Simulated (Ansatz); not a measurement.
`C=C(F)C[SiH3]` and `C=C(F)S` differ in one atom or group.

Ansatz, PBE0-D4/def2-TZVP geometries, multiplicity 1. Each molecule was computed in one conformer, which needn't be the lowest.

```tsv
property	`C=C(F)C[SiH3]`
HOMO–LUMO gap (B3LYP/def2-TZVPP) / eV	6.99
HOMO–LUMO gap (ωB97M-V/def2-TZVPP) / eV	11.47
HOMO–LUMO gap (PBE/def2-TZVPP) / eV	5.29
size of the dipole moment (PBE/def2-TZVPP) / D	1.42
LUMO energy (PBE0/def2-TZVPP) / eV	0.22
LUMO energy (PBE/def2-TZVPP) / eV	-0.75
```

(1) What does the change do to each property? (Estimate.)

Results:

(1) The calculation gave: 
```json
{"property": "HOMO–LUMO gap (B3LYP/def2-TZVPP) / eV", "`C=C(F)S`": "6.31", "shift": "-0.68"}
{"property": "HOMO–LUMO gap (ωB97M-V/def2-TZVPP) / eV", "`C=C(F)S`": "10.91", "shift": "-0.56"}
{"property": "HOMO–LUMO gap (PBE/def2-TZVPP) / eV", "`C=C(F)S`": "4.65", "shift": "-0.64"}
{"property": "size of the dipole moment (PBE/def2-TZVPP) / D", "`C=C(F)S`": "1.71", "shift": "0.29"}
{"property": "LUMO energy (PBE0/def2-TZVPP) / eV", "`C=C(F)S`": "-0.05", "shift": "-0.27"}
{"property": "LUMO energy (PBE/def2-TZVPP) / eV", "`C=C(F)S`": "-1.05", "shift": "-0.30"}
```

With PBE0 the HOMO rises by 0.37 eV and the LUMO falls by 0.27 eV, so the gap narrows by about 0.64 eV. PBE moves the HOMO by 0.34 eV and ωB97M-V by 0.44 eV. Dipoles are sizes alone; their direction can turn.

B3LYP here is the variant with VWN-RPA as its local correlation; programs differ in this.
